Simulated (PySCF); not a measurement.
Runs that did not reach their result, on `C[NH][GeH2][SiH2]Br` (driver script around PySCF, density fitting, GFN2-xTB geometry as the base; each input is a line of settings and coordinates in Å).

Command:
```bash
OMP_NUM_THREADS=1 python probes_run.py task.json out
```
Input:
```
{"job": {"kind": "uv", "xc": "X3LYP", "basis": "cc-pVDZ", "nstates": 1, "ntriplets": 2, "tda": false, "max_iter": 2, "scf": {"max_cycle": 86}}, "charge": 0, "multiplicity": 1}
C     -1.824315    -0.693212    -0.239080
N     -1.192829     0.234675     0.683079
Ge     0.338472     1.129267     0.257254
Si     1.940607    -0.510734    -0.166272
Br     3.916048     0.487008    -0.345923
H     -2.390088    -0.198293    -1.036455
H     -2.503999    -1.351148     0.305917
H     -1.054140    -1.309865    -0.704581
H     -1.896008     0.788055     1.153134
H      0.168084     2.143122    -0.875174
H      0.569209     1.974723     1.483188
H      1.799359    -1.212821    -1.441323
H      2.125213    -1.480290     0.908507
```

Output:
```
final grid: 103216 points
cycle   1  E = -5038.0338474299  dE = -1.269e+00  |g| = 4.542e-01  |ddm| = 6.316e+00
cycle   2  E = -5037.9692325023  dE =  6.461e-02  |g| = 6.859e-01  |ddm| = 2.074e+00
cycle   3  E = -5038.0842657319  dE = -1.150e-01  |g| = 7.802e-02  |ddm| = 1.210e+00
cycle   4  E = -5038.0855785992  dE = -1.313e-03  |g| = 2.797e-02  |ddm| = 1.884e-01
cycle   5  E = -5038.0857931818  dE = -2.146e-04  |g| = 5.136e-03  |ddm| = 7.361e-02
cycle   6  E = -5038.0858008249  dE = -7.643e-06  |g| = 9.852e-04  |ddm| = 1.170e-02
cycle   7  E = -5038.0858011235  dE = -2.986e-07  |g| = 2.518e-04  |ddm| = 3.044e-03
cycle   8  E = -5038.0858011427  dE = -1.914e-08  |g| = 5.455e-05  |ddm| = 7.160e-04
cycle   9  E = -5038.0858011435  dE = -8.331e-10  |g| = 2.012e-05  |ddm| = 1.702e-04
converged SCF energy = -5038.0858011435

Static polarisability (au): isotropic 86.358, principal 68.321 82.240 108.513

Singlet excitations
state   eV       nm        f      main configurations
  1   4.5379    273.2   0.00036   H->L 0.99

Triplet excitations (Tamm-Dancoff, eV): 4.3317 5.4035
```

Hardware: Arm Neoverse N1, one thread, no GPU (shared host). Cost: 27 s of wall time, 0.75 GiB resident at most.

Q: Diagnose the run.

A: The SCF converged, but the response equations did not; the solver for the singlets was capped at 2 iterations. Lift the cap. The SCF energy stands for these settings; the response results printed after it shouldn't be used.

Input:
```
{"job": {"kind": "j", "xc": "PBE0", "basis": "pcseg-1", "scf": {"max_cycle": 64}}, "charge": 1, "multiplicity": 1}
(coordinates as above)
```

Output:
```
RuntimeError: Electron number 101 and spin 0 are not consistent
Note mol.spin = 2S = Nalpha - Nbeta, not 2S+1
```

Q: What went wrong, and what mends it?

A: 101 electrons can't have multiplicity 1: an even count needs an odd multiplicity, an odd count an even one. Mend the charge or the multiplicity. The run gave no result.

The values belong to the conformer `[CH3:1][NH:2][GeH2:3][SiH2:4][Br:5]`: C1–N2–Ge3–Si4 -60°, N2–Ge3–Si4–Br5 -170°.
